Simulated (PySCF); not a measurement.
From one molecule to another.

First species: C₈H₉N₃.
InChI=1S/C8H9N3/c1-6(2)7-3-8(4-9)11-10-5-7/h3,5-6H,1-2H3

Second species: C6H14P2S.
SMILES: `CP(C)P1CCSCC1`

Levels: PBE0/pcSseg-1 for HOMO energy, LUMO energy and HOMO–LUMO gap. Geometries: GFN2-xTB. Each structure is a single optimised conformer of the isolated species, non-relativistic unless stated. Electronic properties by PySCF.

Dipoles, sizes and rotational constants follow the conformer. The torsions of the flexible species, by atom-mapped SMILES:
- `[CH3:1][CH:2]([CH3:3])[c:4]1[cH:5][n:6][n:7][c:8]([C:9]#[N:10])[cH:11]1`: C1–C2–C4–C5 -56°

The conformers of `CP(C)P1CCSCC1` aren't listed.

Values for the first species:

- HOMO energy: -7.21 eV
- LUMO energy: -2.21 eV
- HOMO–LUMO gap: 5.00 eV

**Question.** Estimate the same properties for the second species, and the change in each.

**Answer.** 
| property | first | second | second less first |
| --- | --- | --- | --- |
| HOMO energy | -7.21 eV | -6.19 eV | +1.02 eV |
| LUMO energy | -2.21 eV | 0.14 eV | +2.35 eV |
| HOMO–LUMO gap | 5.00 eV | 6.33 eV | +1.33 eV |

